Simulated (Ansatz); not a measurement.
Steps of a relaxation of CH₃AlF₂Si with RKS PBE0-D4/def2-TZVP.

```sh
$ ansatz run in.yaml --threads 2 --pin off --events-out ev --progress --plain --max-ram 4352MiB
```

```yaml
crystal:
  periodic: [false, false, false]
  atoms:
    - {symbol: F, position_ang: [1.165798, -1.359900, 1.164822]}
    - {symbol: C, position_ang: [0.439275, -0.532211, 0.365729]}
    - {symbol: F, position_ang: [-0.093925, 1.529292, 2.687259]}
    - {symbol: Al, position_ang: [-0.321991, 1.115583, 1.073777]}
    - {symbol: Si, position_ang: [0.136066, -0.899225, -1.331161]}
    - {symbol: H, position_ang: [-1.167897, 2.091595, 0.148079]}
    - {symbol: H, position_ang: [-0.679967, 0.100306, -2.081470]}
    - {symbol: H, position_ang: [0.614641, -2.102540, -2.082834]}
basis:
  gaussian: {orbitals: def2-TZVP}
hamiltonian: {xc: pbe0, dispersion: d4}
relax: {f_tol: 0.005, max_steps: 150}
```

Positions (Å) and forces (eV/Å) along the path, 9 of 9 steps:

```xyz
8
step=1 energy=-20984.5062 eV
F     1.166   -1.360    1.165   -0.132    0.133   -0.197
C     0.439   -0.532    0.366   -0.144   -0.032   -0.490
F    -0.094    1.529    2.687   -0.109   -0.224   -0.830
Al   -0.322    1.116    1.074    0.108    0.094    0.564
Si    0.136   -0.899   -1.331    0.086    0.118    0.498
H    -1.168    2.092    0.148    0.114   -0.135    0.117
H    -0.680    0.100   -2.081    0.183   -0.214    0.178
H     0.615   -2.103   -2.083   -0.106    0.261    0.160
8
step=2 energy=-20984.5366 eV
F     1.162   -1.358    1.154   -0.044    0.030   -0.035
C     0.431   -0.532    0.364   -0.048   -0.024   -0.265
F    -0.089    1.521    2.662   -0.077   -0.133   -0.502
Al   -0.325    1.107    1.063    0.109    0.067    0.443
Si    0.137   -0.891   -1.318    0.036    0.070    0.278
H    -1.162    2.074    0.143    0.008   -0.021    0.009
H    -0.670    0.103   -2.058    0.038   -0.054    0.039
H     0.609   -2.082   -2.065   -0.022    0.065    0.032
8
step=3 energy=-20984.5429 eV
F     1.156   -1.363    1.153    0.059    0.022    0.014
C     0.450   -0.521    0.359   -0.053   -0.051    0.003
F    -0.108    1.502    2.644    0.015    0.010   -0.029
Al   -0.307    1.111    1.053   -0.048   -0.016    0.074
Si    0.132   -0.885   -1.305    0.018    0.018   -0.012
H    -1.155    2.065    0.134    0.012    0.020   -0.023
H    -0.679    0.103   -2.038    0.009    0.024   -0.015
H     0.603   -2.069   -2.055   -0.014   -0.026   -0.011
8
step=4 energy=-20984.5442 eV
F     1.164   -1.360    1.151   -0.028   -0.008    0.020
C     0.426   -0.536    0.366    0.054   -0.006    0.015
F    -0.086    1.517    2.635   -0.003    0.010    0.052
Al   -0.327    1.098    1.060    0.015    0.022   -0.031
Si    0.137   -0.882   -1.306   -0.019   -0.011   -0.032
H    -1.161    2.060    0.134   -0.014   -0.006   -0.006
H    -0.665    0.113   -2.041   -0.019    0.005   -0.003
H     0.603   -2.067   -2.056    0.014   -0.007   -0.016
8
step=5 energy=-20984.5448 eV
F     1.162   -1.361    1.153   -0.004    0.008    0.004
C     0.435   -0.531    0.364    0.007   -0.017   -0.009
F    -0.094    1.513    2.641   -0.001   -0.001   -0.009
Al   -0.320    1.103    1.059    0.001    0.009    0.018
Si    0.135   -0.884   -1.307    0.000    0.003    0.003
H    -1.159    2.062    0.134    0.000   -0.003   -0.005
H    -0.670    0.109   -2.041   -0.001    0.001    0.002
H     0.603   -2.069   -2.058   -0.001    0.000   -0.005
8
step=6 energy=-20984.5448 eV
F     1.161   -1.361    1.154   -0.003    0.006    0.002
C     0.435   -0.532    0.364    0.005   -0.012   -0.003
F    -0.093    1.514    2.640    0.000    0.001   -0.001
Al   -0.320    1.103    1.059   -0.001    0.006    0.006
Si    0.135   -0.884   -1.307    0.000    0.000    0.001
H    -1.159    2.061    0.134    0.000   -0.003   -0.004
H    -0.670    0.110   -2.041    0.000    0.001    0.003
H     0.603   -2.069   -2.059   -0.001    0.001   -0.004
8
step=7 energy=-20984.5448 eV
F     1.161   -1.362    1.156   -0.001    0.000   -0.003
C     0.435   -0.533    0.365    0.000    0.001    0.009
F    -0.093    1.516    2.639    0.002    0.002    0.009
Al   -0.320    1.102    1.059   -0.002   -0.002   -0.014
Si    0.136   -0.883   -1.306    0.001   -0.004   -0.002
H    -1.159    2.058    0.131    0.000   -0.002    0.000
H    -0.670    0.111   -2.038    0.000    0.002    0.003
H     0.603   -2.067   -2.062   -0.001    0.002   -0.001
8
step=8 energy=-20984.5449 eV
F     1.161   -1.363    1.157   -0.001    0.000   -0.003
C     0.435   -0.535    0.366    0.000    0.004    0.010
F    -0.092    1.518    2.638    0.001    0.002    0.008
Al   -0.320    1.102    1.059   -0.002   -0.003   -0.014
Si    0.136   -0.883   -1.306    0.001   -0.004   -0.003
H    -1.159    2.056    0.129    0.000   -0.001    0.001
H    -0.670    0.113   -2.035    0.000    0.001    0.002
H     0.602   -2.065   -2.064   -0.001    0.002    0.000
8
step=9 energy=-20984.5449 eV
F     1.161   -1.364    1.159    0.000    0.000   -0.002
C     0.435   -0.536    0.367    0.000    0.001    0.004
F    -0.092    1.520    2.636    0.000    0.001    0.002
Al   -0.320    1.101    1.058    0.000   -0.001   -0.004
Si    0.136   -0.883   -1.305    0.000   -0.001   -0.002
H    -1.160    2.054    0.127    0.000    0.000    0.000
H    -0.670    0.115   -2.032    0.000    0.000    0.000
H     0.602   -2.063   -2.066    0.000    0.000    0.000
```

Hardware: 2 threads of an Arm Neoverse V2 on a shared host. Wall time 37 s, peak host memory 0.43 GiB.
